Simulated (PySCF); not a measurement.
# Tl⁺: excitation energy

Tl⁺ [Xe] 4f14 5d10 6s2 (1S) → Tl⁺ [Xe] 4f14 5d10 6s1 7s1 (3S), as a difference of total energies. Calculation: PySCF 2.14, in aug-cc-pwCVDZ-PP with ECP60MDF (6s5p4d1f, 48 functions); scalar relativity through the core potential. Correlated levels: valence: 5s2 5p6 5d10 frozen; valence and next inner shell: nothing frozen outside the core potential. The calculations carry no spin-orbit coupling.

| method | excitation energy (eV) |
| --- | --- |
| UHF | 11.358 |
| LDA | 13.413 |
| PBE | 12.980 |
| PBE0 | 12.750 |
| r2SCAN | 12.962 |
| B2PLYP | 12.596 |
| PBEsol | 13.097 |
| r2SCANh | 12.898 |
| MN15 | 13.315 |
| MP2 (valence) | 11.815 |
| SCS-MP2 (valence) | 11.966 |
| MP2 (valence and next inner shell) | 13.070 |
| SCS-MP2 (valence and next inner shell) | 13.032 |

Q: How much does correlation contribute at MP2 (valence and next inner shell)?

A: 13.070 − (11.358) = 1.712 eV, measured against UHF.

Errors of the correlated levels include the incompleteness of this basis and the frozen core.

For comparison: 13.047 eV (measured; NIST levels).
